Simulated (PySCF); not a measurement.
## Electron correlation in Ne(2+) (neon, charge +2)

[He] 2s1 2p4 3s1, high-spin 5P determinant (an excited configuration). Calculation: PySCF 2.14, in aug-cc-pCVTZ-DK with one added diffuse shell each of s, p, d, f type (8s7p5d3f, 75 functions); the spin-free X2C one-electron Hamiltonian (Gaussian nucleus). Frozen: nothing; 8 electrons correlated.

```tsv
level	correlation energy (mhartree)
CCSD	-189.55
(T)	-10.75
CCSD(T)	-200.30
```

Diagnostics: T1 = 0.0075, D1 = 0.0290, largest double amplitude 0.313.

The outer electron is Rydberg-like, and this basis confines it to a smaller radius and binds it less than a complete one would. A double-excitation amplitude exceeds 0.15, a sign of near-degeneracy.

Cost of the coupled-cluster step: of the order of 17 core-seconds, for 8 correlated electrons.

Iterations:

```
CC2 = 0
CCSD nocc = (np.int64(6), np.int64(2)), nmo = (75, 75)
frozen orbitals [[], []]
max_cycle = 100
direct = 0
conv_tol = 1e-08
conv_tol_normt = 1e-06
diis_space = 8
diis_start_cycle = 0
Init t2, MP2 energy = -0.17590308359363
Init E_corr(UCCSD) = -0.175903083594191
cycle = 1  E_corr(UCCSD) = -0.197984166152541  dE = -0.0220810826  norm(t1,t2) = 0.204305
cycle = 2  E_corr(UCCSD) = -0.220819688783845  dE = -0.0228355226  norm(t1,t2) = 0.422245
cycle = 3  E_corr(UCCSD) = -0.180877463123455  dE = 0.0399422257  norm(t1,t2) = 0.859894
cycle = 4  E_corr(UCCSD) = -0.179942725078638  dE = 0.000934738045  norm(t1,t2) = 0.0519965
cycle = 5  E_corr(UCCSD) = -0.18404042977081  dE = -0.00409770469  norm(t1,t2) = 0.0586185
cycle = 6  E_corr(UCCSD) = -0.182652164156381  dE = 0.00138826561  norm(t1,t2) = 0.0819903
cycle = 7  E_corr(UCCSD) = -0.183371947368806  dE = -0.000719783212  norm(t1,t2) = 0.0221392
cycle = 8  E_corr(UCCSD) = -0.183774821055494  dE = -0.000402873687  norm(t1,t2) = 0.133534
cycle = 9  E_corr(UCCSD) = -0.189406330847442  dE = -0.00563150979  norm(t1,t2) = 0.0649929
cycle = 10  E_corr(UCCSD) = -0.189228682991443  dE = 0.000177647856  norm(t1,t2) = 0.00858935
cycle = 11  E_corr(UCCSD) = -0.189695019741398  dE = -0.00046633675  norm(t1,t2) = 0.00421842
cycle = 12  E_corr(UCCSD) = -0.189563995224273  dE = 0.000131024517  norm(t1,t2) = 0.000861001
cycle = 13  E_corr(UCCSD) = -0.189574436271824  dE = -1.04410476e-05  norm(t1,t2) = 0.000263322
cycle = 14  E_corr(UCCSD) = -0.18954751915545  dE = 2.69171164e-05  norm(t1,t2) = 8.96101e-05
cycle = 15  E_corr(UCCSD) = -0.189551925409503  dE = -4.40625405e-06  norm(t1,t2) = 2.55172e-05
cycle = 16  E_corr(UCCSD) = -0.189551824158715  dE = 1.01250788e-07  norm(t1,t2) = 2.454e-05
cycle = 17  E_corr(UCCSD) = -0.189551557081634  dE = 2.67077081e-07  norm(t1,t2) = 4.64593e-05
cycle = 18  E_corr(UCCSD) = -0.18955175479581  dE = -1.97714177e-07  norm(t1,t2) = 2.85118e-05
cycle = 19  E_corr(UCCSD) = -0.189552388784738  dE = -6.33988928e-07  norm(t1,t2) = 2.00942e-05
cycle = 20  E_corr(UCCSD) = -0.189552649956784  dE = -2.61172046e-07  norm(t1,t2) = 2.1459e-05
cycle = 21  E_corr(UCCSD) = -0.189552666963242  dE = -1.70064585e-08  norm(t1,t2) = 1.102e-05
cycle = 22  E_corr(UCCSD) = -0.189552740150067  dE = -7.31868244e-08  norm(t1,t2) = 1.16102e-05
cycle = 23  E_corr(UCCSD) = -0.189552954064318  dE = -2.13914251e-07  norm(t1,t2) = 5.43041e-06
cycle = 24  E_corr(UCCSD) = -0.189552970695807  dE = -1.66314891e-08  norm(t1,t2) = 2.81292e-06
cycle = 25  E_corr(UCCSD) = -0.189552834300878  dE = 1.36394929e-07  norm(t1,t2) = 1.8733e-06
cycle = 26  E_corr(UCCSD) = -0.1895528451072  dE = -1.08063222e-08  norm(t1,t2) = 6.14666e-06
cycle = 27  E_corr(UCCSD) = -0.189552785499302  dE = 5.96078988e-08  norm(t1,t2) = 1.54418e-06
cycle = 28  E_corr(UCCSD) = -0.189552793025492  dE = -7.52619095e-09  norm(t1,t2) = 1.60597e-06
cycle = 29  E_corr(UCCSD) = -0.189552739526813  dE = 5.34986796e-08  norm(t1,t2) = 1.17995e-06
cycle = 30  E_corr(UCCSD) = -0.189552724485377  dE = 1.5041436e-08  norm(t1,t2) = 1.09733e-06
cycle = 31  E_corr(UCCSD) = -0.189552710515934  dE = 1.39694432e-08  norm(t1,t2) = 1.23216e-06
cycle = 32  E_corr(UCCSD) = -0.189552655506556  dE = 5.50093776e-08  norm(t1,t2) = 1.0344e-06
cycle = 33  E_corr(UCCSD) = -0.189552645977213  dE = 9.52934351e-09  norm(t1,t2) = 8.98474e-07
UCCSD converged
E(UCCSD) = -124.4812491813771  E_corr = -0.1895526459772126
UCCSD(T) correction = -0.0107451963693535
```
